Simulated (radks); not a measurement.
Q: All-electron atom: Se31+ in [He] 2s1. Method: Dirac Kohn-Sham, exchange-only B88, spin-unpolarised, spherical densities, finite nucleus; Fermi nuclear charge, rms radius 4.14 fm; computed with a radial shooting solver on a logarithmic mesh with Libxc functionals.

Spin-orbit splittings of the eigenvalues, e(l+1/2) - e(l-1/2), with zeta = 2 splitting/(2l+1) and mean radii in bohr:

| shell | occ. | splitting (eV) | zeta (eV) | <r> j=l-1/2 | <r> j=l+1/2 |
|---|---|---|---|---|---|
| 2p | 0 | ? | ? | 0.1509 | 0.1540 |
| 3d | 0 | 4.680 | 1.872 | 0.3282 | 0.3297 |

Estimate the 2p splitting.

A: 53.62 eV (zeta = 35.75 eV).
